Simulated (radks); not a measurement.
Effect of the nuclear size on neutral ruthenium, [Kr] 4d7 5s1. All-electron calculation, Dirac Kohn-Sham, relativistic LDA (MacDonald-Vosko exchange, VWN5 correlation), spin-unpolarised, spherical densities, finite nucleus; open shells are shared between the two j in proportion to 2j + 1; Fermi nuclear charge, rms radius 4.4809 fm. Program: a radial shooting solver on a logarithmic mesh with Libxc functionals. The rms radius is varied about that value; shifts are against it.

rms radius (fm)	total energy shift (eV)	density at nucleus (e/bohr^3)	1s1/2 shift (meV)	2s1/2 shift (meV)	3p1/2 shift (meV)	4s1/2 shift (meV)	4p1/2 shift (meV)	5s1/2 shift (meV)
3.6967	-0.617	1.114e+05	-259	-28.2	0.357	-0.902	0.066	-0.057
4.1493	-0.274	1.099e+05	-115	-12.5	0.158	-0.400	0.029	-0.025
4.4809	0	1.089e+05	0.000	0.000	0.000	0.000	0.000	0.000
4.8618	0.337	1.078e+05	142	15.4	-0.195	0.493	-0.036	0.031
4.9335	0.403	1.076e+05	169	18.5	-0.233	0.590	-0.043	0.037

Slopes of the eigenvalues against <r^2> in GHz/fm^2, as finite differences over the two radii next to the reference (eigenvalue slopes, not the field-shift constants of lines): 1s1/2 9660, 2s1/2 1050, 3p1/2 -13.3, 4s1/2 33.6, 4p1/2 -2.48, 5s1/2 2.14.
